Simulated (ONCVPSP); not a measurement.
**Scattering properties, ONCV potential for Ni**

Ni, optimised norm-conserving Vanderbilt (ONCV), made with ONCVPSP 4.0.1 (PBE, scalar-relativistic). Core [Ne], reference 3s2 3p6 3d8 4s2. Waves: 3s+4s: rc 1.45 bohr, ncon 4, nbas 7, qcut 7.9 1/bohr, 2 projectors; 3p: rc 1.10 bohr, ncon 4, nbas 7, qcut 12.8 1/bohr, 1 projector; 3d: rc 0.85 bohr, ncon 3, nbas 7, qcut 14.6 1/bohr, 2 projectors, debl 0.3 Ha; f scattering state at 0.19 Ha: rc 1.50 bohr, ncon 4, nbas 8, qcut 7.7 1/bohr, 3 projectors, debl 2.8 Ha. Local part: polynomial inside 0.65 bohr (lpopt 5, dvloc0 3 Ha). Core correction: Teter function, fcfact 1.5, rcfact 1.25.

In the d channel the program set the typed energies aside and used -0.326, 0.250 Ha.

The phase is arctan(r·R′/R) of the radial function R(r), unwrapped; energies in Ha, scanned from -6 to 5 Ha. A pole is an energy at which the radial function vanishes at the test radius. The pseudo phase is shifted by a multiple of π to meet the all-electron one at the reference energy, and phase errors are pseudo minus all-electron; the curves can meet again beyond the range given. Levels narrower than the energy grid can be missing from the lists of poles.

```csv
channel,radius (bohr),reference energy (Ha),"poles, all-electron","poles, pseudo",unbroken range about the reference energy with phases within 0.05 rad,phase error 1 Ha above the reference energy (rad)
s,1.47,-0.21,-3.85,-3.85,the whole range,-0.001
p,1.12,-2.62,-1.10,-1.11,below 2.9,-0.001
d,0.86,-0.33,3.67,3.67,the whole range,-0.000
f,1.52,0.19,none,none,the whole range,+0.000
```

Phases in the f channel:

| E (Ha) | all-electron | pseudo |
| --- | --- | --- |
| -5.96 | 1.370 | 1.370 |
| -5.40 | 1.361 | 1.361 |
| -4.84 | 1.351 | 1.351 |
| -4.28 | 1.339 | 1.339 |
| -3.72 | 1.325 | 1.325 |
| -3.16 | 1.308 | 1.308 |
| -2.60 | 1.289 | 1.289 |
| -2.04 | 1.265 | 1.265 |
| -1.48 | 1.234 | 1.234 |
| -0.92 | 1.195 | 1.195 |
| -0.36 | 1.141 | 1.141 |
| 0.20 | 1.064 | 1.064 |
| 0.76 | 0.943 | 0.943 |
| 1.32 | 0.737 | 0.737 |
| 1.88 | 0.353 | 0.353 |
| 2.44 | -0.256 | -0.256 |
| 3.00 | -0.799 | -0.799 |
| 3.56 | -1.108 | -1.108 |
| 4.12 | -1.280 | -1.280 |
| 4.68 | -1.388 | -1.388 |
